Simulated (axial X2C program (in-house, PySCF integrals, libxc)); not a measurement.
**How the levels of TiNC (d2 s1 p(π)0 orbitals) move with the bond length**

Computed with an axial X2C code built on PySCF integrals: two-component X2C with atomic mean-field Coulomb and Gaunt terms, basis Ti dyall-v3z, N dyall-av3z, C dyall-v3z (cores contracted in-house). Orbitals come from Hartree–Fock averaged over the configuration Ti d2 s1 p(π)0; CI then distributes these electrons over the d, s, p(π) shells of Ti.

At Ti–N–C held linear, bonds 2.098 and 1.170 Å (the second held):

```csv
Ω,energy (cm⁻¹),g∥,μ (D),configuration
3/2,0,0.01,-4.92,99% d2 s1
5/2,98,4.00,-4.93,99% d2 s1
7/2,197,8.00,-4.93,99% d2 s1
9/2,299,12.01,-4.93,99% d2 s1
1/2,1281,1.99,-4.92,99% d2 s1
3/2,1299,5.98,-4.92,99% d2 s1
1/2,2038,3.37,-4.78,99% d2 s1
1/2,2080,0.64,-4.78,99% d2 s1
3/2,2098,4.02,-4.78,99% d2 s1
5/2,2119,8.00,-4.78,99% d2 s1
1/2,3684,2.00,-4.32,100% d2 s1
3/2,3754,2.01,-4.32,100% d2 s1
5/2,3819,6.01,-4.32,100% d2 s1
7/2,3879,10.00,-4.32,100% d2 s1
```

g∥ is the magnitude of 2⟨Lz + ge Sz⟩ for the +Ω component. μ is positive if the C end is positive. The lowest 14 levels at most are listed.

At Ti–N–C held linear, bonds 2.025 and 1.170 Å (the second held):

| Ω | energy (cm⁻¹) | g∥ | μ (D) | configuration |
| --- | --- | --- | --- | --- |
| 3/2 | 0 | 0.01 | -4.41 | 99% d2 s1 |
| 5/2 | 97 | 4.00 | -4.41 | 99% d2 s1 |
| 7/2 | 196 | 8.00 | -4.42 | 99% d2 s1 |
| 9/2 | 296 | 12.01 | -4.42 | 99% d2 s1 |
| 1/2 | 1326 | 2.00 | -4.42 | 99% d2 s1 |
| 3/2 | 1341 | 5.98 | -4.42 | 99% d2 s1 |
| 1/2 | 2168 | 3.46 | -4.26 | 99% d2 s1 |
| 1/2 | 2207 | 0.54 | -4.27 | 99% d2 s1 |
| 3/2 | 2228 | 4.02 | -4.26 | 99% d2 s1 |
| 5/2 | 2250 | 8.00 | -4.26 | 99% d2 s1 |
| 1/2 | 4092 | 2.00 | -3.73 | 100% d2 s1 |
| 3/2 | 4161 | 2.00 | -3.74 | 100% d2 s1 |
| 5/2 | 4226 | 6.00 | -3.74 | 100% d2 s1 |
| 7/2 | 4286 | 10.00 | -3.73 | 100% d2 s1 |

The lowest level lies 99 cm⁻¹ above the lowest at the first distance.

How does the gap from the lowest to the fifth level change between the two distances?

From 1281 to 1326 cm⁻¹, a factor of 1.03.

There is no dynamic correlation: spin–orbit spacings and, for f shells, spacings inside one term are the most reliable numbers, splittings between terms come out too wide, and energies between configurations are not reliable, so the lowest level need not be the ground state of the molecule. For d shells the ligand-field splittings (σ, π, δ) and their order can be off by a thousand cm⁻¹ or more. At most 4 roots were kept for each Ω > 0 (twice that for Ω = 0) within 3.2 eV of the lowest, so higher up levels can be missing between those listed; levels with Ω > 0 are doubly degenerate and listed once, Ω = 0 levels singly. States that fill the shells left empty in the average are placed too high. The molecule was held linear; bending was not examined.
